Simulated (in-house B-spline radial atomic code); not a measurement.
**RPA and G0W0 on PBEsol: K XIII (K12+)**

Configuration [He] 2s2 2p3, highest spin, mean-field start PBEsol. Computed with a B-spline radial code for spherical atoms: all electrons, non-relativistic, point nucleus, each spin shell either full or empty, empty states to l = 9 with an (l + 1/2)⁻⁴ tail; G0W0 by contour deformation at full frequency.

Command:
```bash
python run_gw.py task.json out
```
Settings (radii: box in bohr, nucleus in fm):
```
Z                        19
electrons                7
configuration            [He] 2s2 2p3
hamiltonian              nr
method                   pbesol
lmax                     9
spin_polarised           True
box_radius               5.84
intervals                46
```

Run time, properties included: 0.5 s on 1 thread of Intel(R) Xeon(R) 6975P-C, with other jobs on the host.

Energies (hartree):

| term | value |
| --- | --- |
| mean-field total | -508.27154 |
| Hartree-Fock functional on these orbitals | -508.95154 |
| direct second order | -0.46259 |
| second-order exchange | 0.23798 |
| SOSEX correction | 0.21357 |

What is the RPA correlation energy, and what remains with SOSEX?

RPA gives -0.41952 hartree (-1.63 eV per electron); RPA + SOSEX gives -0.20595, and the second-order doubles -0.2246 hartree (no singles). SOSEX takes back 51 % of the RPA value.

Quasi-particle levels (eV):

```
  level  occupied  mean field  Σx - vxc     Σc  QP weight      G0W0
  2p up       yes     -681.13    -36.76      ?          ?         ?
2s down       yes     -716.32    -23.69  -4.28      0.979   -744.28
1s down       yes    -3964.19   -127.62  16.38      0.910  -4075.43
2p down        no     -658.20     33.44  -4.10      0.987   -628.85
```

G0W0 = mean field + (Σx - vxc) + Σc, with Σc (partial-wave tail included) taken at the quasi-particle energy. Levels of low weight are left out.

Where does G0W0 put 2p up?

At -715.52 eV, with Σc = 2.37 eV and a quasi-particle weight of 0.977. The tabulated removal energy is 714.7 ± 0.5 eV (NIST, semi-empirical); the calculation leaves out relativity, Breit and QED terms, and what these don't explain is the method's own error.
